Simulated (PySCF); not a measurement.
PySCF input file for Cl3Y, SMILES [Cl][Y]([Cl])[Cl] (connectivity only; charge and spin as stated), charge +1, multiplicity 2, PBE0-D3(BJ)/def2-SVP. The structure is a stationary point at PBE0-D3(BJ)/def2-SVP. The geometry has at least one imaginary mode, so it is a saddle point at that level. The spin state was assumed, not searched. The isomer is the one that the SMILES or the coordinates give; other isomers of the formula were not compared. The def2 effective core potentials stand for the cores of Y; spin–orbit coupling is left out.

```python
import numpy as np
from pyscf import gto, scf, dft, df
from pyscf.hessian import thermo

mol = gto.M(
    atom='''
    Y    -0.00000000   -0.00000000   -0.63570975
    Cl    1.87729017    1.08385398    0.48613098
    Cl   -0.00000000   -2.16770796    0.48613098
    Cl   -1.87729016    1.08385398    0.48613098
    ''',
    basis='def2-SVP',
    ecp={'Y': 'def2-svp'},
    charge=1,
    spin=1,
    max_memory=1600,
    verbose=3,
)
mf = dft.UKS(mol, xc='pbe0').density_fit(auxbasis='def2-universal-jkfit')
mf.disp = 'd3bj'
mf.grids.level = 3
mf.conv_tol = 1e-11
mf.max_cycle = 100
mf.kernel()
fine, coarse = mf.grids, dft.Grids(mol).set(level=1).build(with_non0tab=True)
for _ in range(3):  # follow internal instabilities
    mf.grids = coarse
    mo, _, stable, _ = mf.stability(return_status=True, nroots=4)
    mf.grids = fine
    if stable:
        break
    mf.kernel(mf.make_rdm1(mo, mf.mo_occ))

# [left out here: the lines that compute and print the analytic Hessian (its translational invariance restored by hand, since the grid's response is missing), thermochemistry and intensities]
```

Program output:

```

WARN: HOMO -0.540042081935273 >= LUMO -0.540042081935275

converged SCF energy = -1417.90146453413  <S^2> = 0.76040932  2S+1 = 2.0103824
<class 'pyscf.df.df_jk.DFUKS'> wavefunction is stable in the internal stability analysis

WARN: DFTD3 does not support analytical Hessian, using finite difference


WARN: Mole.unit (angstrom) is changed to Bohr

Mode                                 0                   1                   2
Irrep
Freq [cm^-1]                      -79.1151            -79.0913             58.0625
Reduced mass [au]                  40.6093             40.6119             43.7302
Force const [Dyne/A]               -0.1498             -0.1497              0.0869
Char temp [K]                    -113.8291           -113.7948             83.5391
Normal mode                   x     y     z       x     y     z       x     y     z
       0   Y                -0.05 -0.01  0.00   -0.01  0.05 -0.00    0.00 -0.00 -0.06
       1  Cl                -0.01 -0.04  0.04    0.06 -0.09 -0.01   -0.05 -0.03  0.05
       2  Cl                 0.11 -0.01 -0.01    0.03  0.03  0.04   -0.00  0.06  0.05
       3  Cl                 0.02  0.08 -0.03   -0.06 -0.05 -0.03    0.05 -0.03  0.05
Mode                                 3                   4                   5
Irrep
Freq [cm^-1]                      215.4231            215.4265            358.3862
Reduced mass [au]                  41.0390             41.0403             41.1321
Force const [Dyne/A]                1.1221              1.1222              3.1127
Char temp [K]                     309.9458            309.9508            515.6379
Normal mode                   x     y     z       x     y     z       x     y     z
       0   Y                 0.02  0.04 -0.00   -0.04  0.02 -0.00    0.00 -0.00 -0.05
       1  Cl                -0.09 -0.03 -0.04    0.04  0.05  0.02    0.06  0.04  0.04
       2  Cl                 0.01 -0.10  0.04   -0.02 -0.05  0.02    0.00 -0.07  0.04
       3  Cl                 0.02  0.02 -0.00    0.09 -0.06 -0.04   -0.06  0.04  0.04
temperature 298.1500 [K]
pressure 101325.00 [Pa]
Rotational constants [GHz] 1.62600 1.62600 1.01130
Symmetry number 3
Zero-point energy (ZPE) 0.00193 [Eh]   5067.969 [J/mol]
                           tot       elec      trans        rot        vib
Entropy [J/mol/K]       333.585      5.763    174.525    112.939     40.357
Cv [J/mol/K]             54.931      0.000     12.472     12.472     29.988
Cp [J/mol/K]             63.246      0.000     20.786     12.472     29.988
Internal energy [J/mol]                      3718.434   3718.434  10959.810
Internal energy [Eh]   -1417.89446  -1417.90146
Enthalpy [J/mol]                             6197.391   3718.434  10959.810
Enthalpy [Eh]          -1417.89351
Gibbs free energy [J/mol]                  -45837.354 -29954.402  -1072.562
Gibbs free energy [Eh] -1417.93140
mode   freq/cm-1   IR/(km/mol)
   1      -79.12        11.065
   2      -79.09        11.062
   3       58.06        10.055
   4      215.42        74.955
   5      215.43        75.020
   6      358.39        21.815
max |gradient| / (hartree/bohr): 0.00020506155199534248
APT charges: [-0.1354  0.3784  0.3783  0.3784]
```

Self-consistency was reached. The end point has an imaginary mode, so it is no minimum.
